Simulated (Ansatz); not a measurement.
Gas-phase electronic energies from Ansatz, PBE0-D4/def2-TZVP geometries. CCSD(T)/CBS is the MP2 limit (def2-TZVPP, def2-QZVPP) plus CCSD(T) − MP2 in def2-TZVPP, frozen cores. This one scheme is used for every species. Functionals use def2-TZVPP. Triplets are unrestricted, without spin–orbit coupling. Elements past krypton have def2 core potentials. For Sn outer-core shells are correlated without core-valence functions, which leaves a few kJ/mol of doubt a bond. One conformer a species, not always the lowest.

`[CH3][SnH2][CH2]Cl` → `[CH3][SnH2][Cl]` + `[CH2]` (triplet)  (formal loss of a carbene)

| level | ΔE (kJ/mol) | difference from CCSD(T)/CBS |
| --- | --- | --- |
| PBE-D4 | 298.5 | 9.1 |
| r2SCAN-D4 | 260.5 | -28.9 |
| ωB97X-V | 296.1 | 6.7 |
| B2PLYP | 275.8 | -13.6 |
| HF/def2-TZVPP | 120.0 | -169.4 |
| MP2/def2-TZVPP | 292.3 | 2.9 |
| CCSD/def2-TZVPP | 266.4 | -23.0 |
| MP2/def2-QZVPP | 296.9 | 7.5 |
| MP2/CBS(def2) | 300.9 | 11.5 |
| CCSD/CBS(def2) | 275.0 | -14.4 |
| CCSD(T)/CBS | 289.4 | 0 |

Largest T1 diagnostic among the species: 0.011.

From PBE to PBE0 (25 % exact exchange), in def2-TZVPP and without D4, ΔE moves by −13.7 kJ/mol. The D4 term adds +11.8 kJ/mol with B3LYP and +6.4 kJ/mol with PBE0; it sums over pairs of atoms, weighted by their polarisabilities, and B3LYP, whose exchange is more repulsive, gets the larger term.

B3LYP here is the variant with VWN-RPA as its local correlation; programs differ in this.
